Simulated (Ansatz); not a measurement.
Cost and result for the atomization energy of `FC[SiH2][SnH3]` (11 atoms, 10 bonds).

```xyz
11

F     2.028   -0.643    0.759
C     0.885   -0.399    1.514
Si   -0.296    0.748    0.564
Sn   -0.657   -0.162   -1.803
H     1.196    0.043    2.467
H     0.406   -1.360    1.729
H     0.267    2.124    0.516
H    -1.579    0.790    1.320
H    -1.052   -1.823   -1.736
H     0.743    0.024   -2.758
H    -1.943    0.657   -2.573
```

The species carries charge 0 and has multiplicity 1. Correlated methods include outer-core shells of Sn, which these sets cover unevenly. Sn takes the def2 core potential. The structure was optimised at the PBE0-D4/def2-TZVP level. It is one conformer, not always the lowest. Program: Ansatz. All runs use 4 threads of an Arm Neoverse V2 on a shared host. Times are those of one run each, without the atoms' runs, and a repeat can differ threefold. Electronic energies, without spin–orbit coupling; frozen cores. CCSD(T)/CBS adds CCSD(T) − MP2 in def2-TZVPP to the MP2 limit, and its time is that of the two runs behind it. T1 = 0.013. With those shells the extrapolation isn't a true limit. B3LYP takes the VWN-RPA correlation (the form of Gaussian; ORCA's B3LYP/G).

CCSD(T)/CBS is a level of theory with its own doubt, some kJ/mol a heavy atom from the limit and from the frozen cores, so smaller differences don't rank the functionals.

| level | functions | wall time | atomization (kJ/mol) | difference from CCSD(T)/CBS | per bond |
| --- | --- | --- | --- | --- | --- |
| PBE-D4/def2-TZVPP (with forces) | 252 | 2 s | 3276.4 | -9.0 | -0.9 |
| PBE0-D4/def2-TZVPP | 252 | 2.5 s | 3242.3 | -43.1 | -4.3 |
| r2SCAN-D4/def2-TZVPP (with forces) | 252 | 3.7 s | 3267.0 | -18.4 | -1.8 |
| B3LYP-D4/def2-TZVPP (with forces) | 252 | 3.9 s | 3261.8 | -23.6 | -2.4 |
| B2PLYP/def2-TZVPP | 252 | 4.2 s | 3215.9 | -69.5 | -6.9 |
| ωB97X-V/def2-TZVPP | 252 | 7 s | 3300.4 | 15.0 | 1.5 |
| ωB97M-V/def2-TZVPP (with forces) | 252 | 10 s | 3272.1 | -13.3 | -1.3 |
| MP2/def2-QZVPP | 476 | 16 s | 3229.5 | -55.9 | -5.6 |
| CCSD(T)/def2-TZVPP | 252 | 2.7 min | 3202.9 | -82.5 | -8.3 |
| CCSD(T)/CBS(def2) | – | 2.9 min | 3285.4 | 0.0 | 0.0 |

From PBE to PBE0 (25 % exact exchange), in def2-TZVPP and without D4, the atomization energy moves by −30.9 kJ/mol: exact exchange takes away binding that semilocal exchange gives to molecules. In def2-TZVPP, CCSD(T) changes the Hartree–Fock value by +812.0 kJ/mol (the triples alone add +38.7 kJ/mol) and MP2 by +789.7 kJ/mol; breaking electron pairs costs correlation energy, which Hartree–Fock lacks. The D4 term adds +35.5 kJ/mol with B3LYP and +18.8 kJ/mol with PBE0; it sums over pairs of atoms, weighted by their polarisabilities, and B3LYP, whose exchange is more repulsive, gets the larger term.

Spin–orbit coupling would lower the free Sn atoms strongly, and the atomization energy with them, by more than many differences here. For some Ge, Se and Sn compounds the MP2-based and the directly extrapolated limit differ by 10 to 25 kJ/mol.
